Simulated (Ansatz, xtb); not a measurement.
**C4H3F3Se: 5 structures ranked**

5 gas-phase structures of C4H3F3Se, from a drawn sample of its isomers (lower ones may exist). Each was relaxed with GFN2-xTB; where two conformers were screened, the lower at r2SCAN-D4/def2-SVP is listed:

A. `FC1=C[C@H](C(F)F)[Se]1`, a singlet
B. `FC1=C[C@@H](F)[Se][C@@H]1F`, a singlet
C. `F[C@@H]1C=CC(F)(F)[Se]1`, a singlet
D. `FC1=C[Se]C(F)(F)C1`, a singlet
E. `CC(=[Se])C(F)=C(F)F`, a singlet

Make a reasoned guess at their ranking by r2SCAN-D4/def2-SVP single-point energy.

Calculated order at r2SCAN-D4/def2-SVP: D (0.000), C (0.155), B (0.504), A (0.680), E (0.738) eV.

Energies above the lowest of each column, in eV; the last columns are at PBE-D3(BJ)/def2-SVP geometries (a dash: not run or not comparable):

```tsv
structure	GFN2-xTB	HF/STO-3G	r2SCAN-D4/def2-SVP	PBE-D3(BJ)/def2-SVP	CCSD(T)/def2-SVP + ΔMP2/def2-TZVPP
D	0.000	0.000	0.000	0.000	0.000
C	0.294	0.342	0.155	0.182	0.027
B	0.459	0.536	0.504	0.475	0.321
A	0.887	1.215	0.680	0.642	–
E	0.865	1.874	0.738	0.690	–
```

Every level run on D puts it lowest or level with the lowest. Flexible structures stand in one conformer each, not always the lowest. Frequencies (GFN2-xTB) were run for B, C, D alone. The ΔMP2 step shifts differences by up to 0.141 eV, which makes them less sure. ΔMP2 is the change of the MP2 energy from the smaller to the larger basis.

Over these structures GFN2-xTB departs from r2SCAN-D4/def2-SVP by 0.086 eV on average once a common shift is removed. A GFN2-xTB relaxation took about 0.083 s and the r2SCAN-D4/def2-SVP energy about 2.2 s on a shared host (Ansatz 0.2.0, xtb 6.7.1).
